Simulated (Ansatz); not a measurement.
C2H3BCl2O2, SMILES `CC(=O)OB(Cl)Cl`, relaxed with RKS PBE-D4/def2-SVP in Ansatz from a rough embedded geometry. The force threshold is 0.03 eV/Å; the program also tests the step.

The species carries charge 0 and has multiplicity 1.

Start:

```xyz
10

C     0.842   -1.641    0.209
C     0.229   -0.338   -0.352
O     0.266   -0.092   -1.606
O    -0.368    0.572    0.611
B    -0.983    1.872    0.213
Cl   -1.632    2.956    1.554
Cl   -1.301    2.394   -1.532
H     1.915   -1.430    0.305
H     0.624   -2.441   -0.552
H     0.407   -1.852    1.151
```

| step | energy (eV) | largest force (eV/Å) | largest move (Å) |
| --- | --- | --- | --- |
| 1 | -31910.6286 | 4.138 | 0.000 |
| 2 | -31911.3199 | 1.526 | 0.194 |
| 3 | -31911.3460 | 1.952 | 0.195 |
| 4 | -31911.3648 | 2.606 | 0.193 |
| 5 | -31911.5070 | 0.466 | 0.140 |
| 6 | -31911.5211 | 0.286 | 0.159 |
| 7 (rejected) | -31911.5012 | 1.414 | 0.119 |
| 8 | -31911.5338 | 0.149 | 0.059 |
| 9 | -31911.5398 | 0.164 | 0.073 |
| 10 | -31911.5453 | 0.248 | 0.149 |
| 11 (rejected) | -31911.5367 | 0.401 | 0.106 |
| 12 | -31911.5528 | 0.122 | 0.053 |
| 13 | -31911.5609 | 0.052 | 0.100 |
| 14 | -31911.5667 | 0.147 | 0.146 |
| 15 | -31911.5693 | 0.155 | 0.070 |
| 16 (rejected) | -31911.5667 | 0.497 | 0.119 |
| 17 | -31911.5704 | 0.231 | 0.058 |
| 18 | -31911.5750 | 0.176 | 0.087 |
| 19 | -31911.5752 | 0.164 | 0.008 |
| 20 (rejected) | -31911.5651 | 0.362 | 0.142 |
| 21 | -31911.5758 | 0.147 | 0.071 |
| 22 | -31911.5772 | 0.049 | 0.057 |
| 23 | -31911.5773 | 0.039 | 0.005 |
| 24 | -31911.5774 | 0.008 | 0.004 |

End:

```xyz
10

C     0.693   -1.537    0.163
C     0.404   -0.224   -0.508
O     0.558    0.055   -1.668
O    -0.041    0.714    0.431
B    -0.914    1.748    0.227
Cl   -0.886    3.062    1.398
Cl   -2.088    1.757   -1.081
H     1.416   -1.385    0.989
H     1.094   -2.254   -0.572
H    -0.235   -1.936    0.620
```

Run time 36 s (4 threads of an Arm Neoverse V2 on a shared host); peak host memory 0.18 GiB.
